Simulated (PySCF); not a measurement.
CH2O, charge -1, doublet, at a GFN2-xTB geometry (a state made from the parent by changing its charge; the spin is typed, not shown lowest); MP2/6-311G** in PySCF.

PySCF was given this input:
```python
from pyscf import gto, scf, mp

mol = gto.Mole()
mol.atom = '''
    C    -0.555541    0.104225    0.168708
    O     0.701983   -0.136099   -0.111078
    H    -1.322659   -0.671871   -0.100752
    H    -0.959963    1.135313   -0.022871
'''
mol.basis = '6-311g**'
mol.charge = -1
mol.spin = 1
mol.verbose = 5
mol.build()

mf = scf.UHF(mol)
mf.kernel()

pt = mp.MP2(mf, frozen=2)
pt.kernel()
print('E(MP2) = %.10f' % pt.e_tot)
```

It wrote (shortened):

```
PySCF version 2.14.0

[INPUT] verbose = 5
[INPUT] max_memory = 4000
[INPUT] num. atoms = 4
[INPUT] num. electrons = 17
[INPUT] charge = -1
[INPUT] spin (= nelec alpha-beta = 2S) = 1
[INPUT] symmetry False subgroup None
[INPUT] Mole.unit = angstrom
[INPUT] Symbol           X                Y                Z      unit          X                Y                Z       unit  Magmom
[...]
[INPUT] ---------------- BASIS SET ----------------
[INPUT] l, kappa, [nprim/nctr], expnt,             c_1 c_2 ...
[INPUT] O
[...]
                                1297.23           0.0143859
                                299.296           0.070732
                                87.3771           0.240001
                                25.6789           0.594797
                                3.74004           0.280802
[...]
                                9.62837           0.920811
                                2.85332           -0.00327447
[...]
                                9.62837           0.237153
                                2.85332           0.819702
[...]
[INPUT] H
[...]
                                5.09479           0.190373
                                1.15879           0.852161
[...]
[INPUT] C
[...]
                                682.024           0.0152306
                                154.973           0.0761269
                                44.4553           0.260801
                                13.029            0.616462
                                1.82773           0.221006
[...]
                                4.80331           0.919999
                                1.45933           -0.00303068
[...]
                                4.80331           0.237594
                                1.45933           0.815854
[...]
nuclear repulsion = 29.361390623033
number of shells = 24
number of NR pGTOs = 78
number of NR cGTOs = 48
basis = 6-311g**
ecp = {}

******** <class 'pyscf.scf.uhf.UHF'> ********
method = UHF
initial guess = minao
damping factor = 0
level_shift factor = 0
DIIS = <class 'pyscf.scf.diis.CDIIS'>
diis_start_cycle = 1
diis_space = 8
diis_damp = 0
SCF conv_tol = 1e-09
SCF conv_tol_grad = None
SCF max_cycles = 50
direct_scf = True
direct_scf_tol = 1e-13
number electrons alpha = 9  beta = 8
Set gradient conv threshold to 3.16228e-05
E1 = -212.77523152999294  E2 = 69.71132704310351  Ecoul = 83.4527081393929  Exc = -13.741381096289388
init E= -113.702513863856
cond(S) = 295.7722466509933

  alpha mo_energy =
[...]
   4.06919324   4.31809035   4.63706665   5.77162312   5.78707125
   6.34331964  25.20102623  51.8945154 ]
multiplicity <S^2> = 0.76607474  2S+1 = 2.0160107
E1 = -219.0720786551876  E2 = 75.88943737956471  Ecoul = 90.2203392216478  Exc = -14.330901842083094
cycle= 14 E= -113.82125065259  delta_E= -3.62e-10  |g|= 4.24e-06  |ddm|= 9.77e-05
  alpha mo_energy =
[-2.02099803e+01 -1.09874270e+01 -1.02287962e+00 -5.78841513e-01
 -3.33886178e-01 -3.00671268e-01 -2.69518145e-01 -1.19919864e-01
 -1.83220375e-02  3.78854595e-01  4.30929277e-01  5.93770227e-01
  7.76501234e-01  7.77671073e-01  8.40242372e-01  1.03063251e+00
  1.06454716e+00  1.10253967e+00  1.28365257e+00  1.35357942e+00
  1.39367597e+00  1.59939931e+00  1.71066114e+00  1.84408659e+00
  1.96924320e+00  2.00615244e+00  2.08887645e+00  2.10460436e+00
  2.41513121e+00  2.43507707e+00  2.65349884e+00  2.90831405e+00
  2.94065410e+00  3.01466383e+00  3.13357238e+00  3.30126441e+00
  3.53969724e+00  3.56149978e+00  3.84807123e+00  3.95247102e+00
  4.05867667e+00  4.30437436e+00  4.62411873e+00  5.70610731e+00
  5.77443988e+00  6.33114744e+00  2.51891540e+01  5.18825134e+01]
  beta  mo_energy =
[-20.18988807 -10.97110858  -0.97135525  -0.51746911  -0.3197099
  -0.27032909  -0.11116078  -0.10073712   0.38386162   0.43714499
   0.45094873   0.60692615   0.79062238   0.80212811   0.92157003
   1.04298049   1.08738601   1.12607444   1.29569919   1.40745682
   1.4314431    1.62612151   1.74185429   1.86706311   1.97501119
   2.05128558   2.10511078   2.10945012   2.43959427   2.45956207
   2.66607029   2.91029724   2.94785891   3.02184009   3.14090836
   3.35936656   3.59067048   3.60699084   3.87218318   4.00150384
   4.06919194   4.31809088   4.63706549   5.77162071   5.78706887
   6.34331759  25.20102736  51.89451166]
multiplicity <S^2> = 0.76607483  2S+1 = 2.0160107
E1 = -219.07208421459484  E2 = 75.8894429389374  Ecoul = 90.2203457701135  Exc = -14.33090283117609
Extra cycle  E= -113.821250652624  delta_E= -3.46e-11  |g|= 2.76e-06  |ddm|= 1.81e-05
converged SCF energy = -113.821250652624  <S^2> = 0.76607483  2S+1 = 2.0160107

******** <class 'pyscf.mp.ump2.UMP2'> ********
nocc = (np.int64(7), np.int64(6)), nmo = (46, 46)
frozen orbitals 2
transform (ia|jb) incore
E(UMP2) = -114.161979818504  E_corr = -0.340729165879394
E(SCS-UMP2) = -114.153826696374  E_corr = -0.332576043749892
E_corr(same-spin) = -0.088037256121593
E_corr(oppo-spin) = -0.252691909757801
E(MP2) = -114.1619798185
```
